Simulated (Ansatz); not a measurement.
C3H3BS, SMILES `BC=C=C=S`, relaxed with RKS PBE-D4/def2-SVP in the Gaussian-basis code of Ansatz from a rough embedded geometry. The force threshold is 0.03 eV/Å; the program also tests the step.

Charge 0, multiplicity 1.

Start:

```xyz
8

B     0.512    0.917    1.210
C    -0.548    0.050    0.522
C    -0.348   -0.488   -0.672
C    -0.180   -1.107   -1.745
S     0.055   -1.737   -3.241
H     1.606    1.105    0.612
H     0.378    1.407    2.247
H    -1.475   -0.148    1.066
```

```json
{"step": "1", "energy (eV)": "-14652.2709", "largest force (eV/Å)": "4.165", "largest move (Å)": "0.000"}
{"step": "2", "energy (eV)": "-14652.4433", "largest force (eV/Å)": "1.281", "largest move (Å)": "0.084"}
{"step": "3", "energy (eV)": "-14652.4472", "largest force (eV/Å)": "0.814", "largest move (Å)": "0.118"}
{"step": "4", "energy (eV)": "-14652.5167", "largest force (eV/Å)": "0.121", "largest move (Å)": "0.058"}
{"step": "5", "energy (eV)": "-14652.5188", "largest force (eV/Å)": "0.037", "largest move (Å)": "0.018"}
{"step": "6", "energy (eV)": "-14652.5193", "largest force (eV/Å)": "0.025", "largest move (Å)": "0.012"}
```

End:

```xyz
8

B     0.560    0.926    1.193
C    -0.549    0.037    0.548
C    -0.379   -0.544   -0.656
C    -0.169   -1.075   -1.808
S     0.071   -1.740   -3.229
H     1.602    1.102    0.596
H     0.376    1.434    2.283
H    -1.512   -0.139    1.072
```

Hardware: 2 threads of an Arm Neoverse V2 on a shared host. Wall time 8 s, peak host memory 0.12 GiB.
